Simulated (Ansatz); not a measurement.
Input for Ansatz (a quantum-chemistry and plane-wave program): U-CCSD(T)/cc-pVTZ on CH6BN (SMILES CBN), a point of a bond scan (R = 3.219 Å).

Ansatz 0.2 input:
```yaml
crystal:
  periodic: [false, false, false]
  atoms:
    - {symbol: B, position_ang: [-0.40473597, -0.13480654, 0.32621441]}
    - {symbol: H, position_ang: [-1.24160538, -0.47995243, 1.11052684]}
    - {symbol: C, position_ang: [1.10762713, -0.49998646, 0.54395436]}
    - {symbol: H, position_ang: [1.23440243, -1.58565610, 0.60751525]}
    - {symbol: H, position_ang: [1.46275122, -0.10660429, 1.50203988]}
    - {symbol: H, position_ang: [1.77496577, -0.12948036, -0.23901313]}
    - {symbol: N, position_ang: [-0.83495421, 0.59935740, -0.77786552]}
    - {symbol: H, position_ang: [-3.91534106, 1.38362345, -1.28826792]}
    - {symbol: H, position_ang: [-0.21034237, 0.93570230, -1.49344212]}
basis:
  gaussian:
    orbitals: cc-pVTZ
correlation: {method: ccsd_t, electrons: outside_noble_gas}
scf: {omitted_lower_state_checks: [cluster_reference]}
magnetization: {spin_polarized: true, initial_magnetization: 0}
```

It printed:

```
WARN ansatz: RAYON_NUM_THREADS=1 ignored (pool sized by the plan → 1); use --threads N
Functional definition: HF
these checks for a lower state are left out or cut short: cluster_reference
integrals: 0.89 GiB planned
972 factors; integrals over basis functions are off by at most 1.2e-3 eV
mean field: 0.48 GiB planned
mean field evaluation 1: about -3262.7063 eV, gradient 3.5e1 eV
mean field evaluation 2: about -3262.7074 eV, gradient 3.5e1 eV
mean field evaluation 4: about -3270.9058 eV, gradient 9.0e0 eV
mean field evaluation 8: about -3271.9977 eV, gradient 2.7e-1 eV
mean field evaluation 16: about -3271.9954 eV, gradient 8.2e-3 eV
mean field evaluation 32: about -3276.9168 eV, gradient 2.6e-6 eV
mean field evaluation 64: about -3276.5930 eV, gradient 2.0e-3 eV
mean field evaluation 96: about -3276.5918 eV, gradient 3.0e-1 eV
mean field evaluation 128: about -3276.5935 eV, gradient 4.3e-2 eV
mean field evaluation 160: about -3272.1214 eV, gradient 1.1e0 eV
mean field -3276.91681840 eV, -120.4244719023 hartree, gradient 2.6e-6 eV, S^2 1.014711; 11 other end points of the search recorded, 0 dependent functions left out
3 core orbitals not correlated
reference -3276.91681840 eV, -120.4244719023 hartree; 9, 9 occupied and 162, 162 virtual orbitals, 972 factors
second order -12.40221988 eV of doubles, -0.00000000 eV of singles
coupled cluster: 1.27 GiB planned
cycle   1  -13.04177466 eV  change   -6.4e-1 eV  update   8.0e-2
cycle   2  -13.38156344 eV  change   -3.4e-1 eV  update   2.8e-2
cycle   3  -13.46304575 eV  change   -8.1e-2 eV  update   2.1e-2
cycle   4  -13.46809895 eV  change   -5.1e-3 eV  update   1.2e-2
cycle   5  -13.47381718 eV  change   -5.7e-3 eV  update   6.1e-3
cycle   6  -13.47720744 eV  change   -3.4e-3 eV  update   2.3e-3
cycle   7  -13.47755508 eV  change   -3.5e-4 eV  update   1.1e-3
cycle   8  -13.47798022 eV  change   -4.3e-4 eV  update   5.9e-4
cycle   9  -13.47787232 eV  change    1.1e-4 eV  update   3.4e-4
cycle  10  -13.47784946 eV  change    2.3e-5 eV  update   2.3e-4
cycle  11  -13.47792201 eV  change   -7.3e-5 eV  update   1.8e-4
cycle  12  -13.47792626 eV  change   -4.2e-6 eV  update   1.5e-4
cycle  13  -13.47794917 eV  change   -2.3e-5 eV  update   1.1e-4
cycle  14  -13.47791223 eV  change    3.7e-5 eV  update   6.5e-5
cycle  15  -13.47790419 eV  change    8.0e-6 eV  update   3.1e-5
cycle  16  -13.47792111 eV  change   -1.7e-5 eV  update   1.6e-5
coupled cluster: 1.29 GiB planned
perturbative correction -0.51959516 eV, -0.0190947701 hartree
Total energy: -3290.91433468 eV, -120.9388711375 hartree
Checks for a lower state left out: cluster_reference
```

Self-consistency was reached. Its determinant has ⟨S²⟩ = 1.01, a mixture of spin states.

Cost: roughly 5 core-minutes.
